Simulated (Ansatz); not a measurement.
C3H9AlSi, SMILES `C=[CH][AlH][CH2][SiH3]`, relaxed with RKS PBE0-D4/def2-TZVP in the Gaussian-basis code of Ansatz from a PBE-D4/def2-SVP geometry. The force threshold is 0.005 eV/Å; the program also tests the step.

Charge 0, multiplicity 1.

Start:

```xyz
14

C     1.700   -1.601    0.282
C     1.081   -1.611   -0.922
Al   -0.061   -0.132   -1.502
C    -0.323    1.397   -0.288
Si   -1.435    1.039    1.194
H     2.350   -2.427    0.630
H     1.586   -0.764    0.996
H     1.262   -2.501   -1.557
H    -0.777   -0.151   -2.937
H    -0.765    2.239   -0.863
H     0.656    1.748    0.109
H    -2.745    0.436    0.747
H    -1.755    2.279    1.992
H    -0.773    0.050    2.120
```

Q: How much energy does the relaxation release, and in how many steps? (An estimate is asked.)

A: Computed: 5.48 kJ/mol, in 17 steps, 1 of them rejected.

Q: Which bonds change most? (An estimate is asked.)

A: Computed: C4–Si5 from 1.887 to 1.864 Å; Si5–H13 from 1.508 to 1.490 Å; Si5–H14 from 1.508 to 1.489 Å; C1–C2 from 1.354 to 1.336 Å.

Q: Give the relaxed structure. (An estimate is asked.)

A: The calculation gave: 
```xyz
14

C     1.724   -1.586    0.252
C     1.102   -1.599   -0.931
Al   -0.080   -0.151   -1.454
C    -0.291    1.374   -0.253
Si   -1.455    1.056    1.168
H     2.383   -2.387    0.584
H     1.601   -0.768    0.958
H     1.286   -2.466   -1.566
H    -0.889   -0.200   -2.821
H    -0.676    2.222   -0.829
H     0.679    1.667    0.166
H    -2.741    0.483    0.675
H    -1.782    2.287    1.940
H    -0.861    0.067    2.110
```
